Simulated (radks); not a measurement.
Problem. These are the eigenvalues of the occupied orbitals of an atom or ion with whole-number occupations (eV). All-electron calculation, Dirac Kohn-Sham, BLYP, spin-unpolarised, spherical densities, finite nucleus; Fermi nuclear charge, rms radius of each element as measured or else 0.836 A^(1/3) + 0.57 fm. Program: a radial shooting solver on a logarithmic mesh with Libxc functionals.

1s1/2: -41784.03
2s1/2: -6722.631
2p1/2: -6354.596
2p3/2: -5872.162
3s1/2: -1453.248
3p1/2: -1296.602
3p3/2: -1201.045
3d3/2: -927.4388
3d5/2: -906.8398
4s1/2: -291.8911
4p1/2: -233.2748
4p3/2: -212.6716
4d3/2: -116.4038
4d5/2: -112.7897
5s1/2: -42.9036
5p1/2: -27.3916
5p3/2: -24.6251
5d3/2: -6.2474
5d5/2: -6.0762
4f5/2: -5.4185
4f7/2: -5.0799

Which element is it, and in what charge state? The configuration may be excited. Open shells, if any, are shared by 2j + 1.

Solution. Z = 59, praseodymium, charge +1: Pr+ in [Xe] 4f3 5d1. The list shows which subshells hold electrons but not how many an open one holds; the 1s level, -1535.5 hartree, gives Z - s = 55.4 by -(Z - s)^2/2, which with screening and relativity narrows Z to a few neighbours, and the depths of the outer levels then fix element, charge and occupations together.
